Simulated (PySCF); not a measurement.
Task: Write Cartesian coordinates for `C(=C(F)C)=C(C)C` as optimised with PBE0-D3(BJ)/def2-SVP.

Result: 
```
atom  x, y, z in Å
C1    -2.2771    1.7293    0.6469
C2    -1.4488    0.4732    0.6598
C3    -2.1517   -0.7873    1.0855
C4    -0.1796    0.4760    0.3140
C5     1.0957    0.4841    0.0099
C6     2.2414    0.7016    0.9352
F7     1.4993    0.2832   -1.2633
H8    -2.6945    1.9253    1.6489
H9    -1.6918    2.6027    0.3325
H10   -3.1339    1.6156   -0.0381
H11   -3.0096   -0.9900    0.4228
H12   -1.4819   -1.6564    1.0660
H13   -2.5567   -0.6758    2.1054
H14    2.9207   -0.1657    0.9108
H15    2.8232    1.5835    0.6218
H16    1.8916    0.8524    1.9638
```

Any rigid rotation of these coordinates is as good. Atoms count from 1 in this order. The C–C distances run from 1.311 Å (C4=C5, drawn double) to 1.505 Å (C2–C3, drawn single), a spread of 0.194 Å.

Bonds between heavy atoms (Å): C1–C2 1.505, C2–C3 1.505, C2=C4 1.315, C4=C5 1.311, C5–C6 1.489, C5–F7 1.351.

Method: PBE0-D3(BJ)/def2-SVP geometry optimisation, gas phase (PySCF).

Point group: Cs (every atom within 0.08 Å of its image). No frequency check.
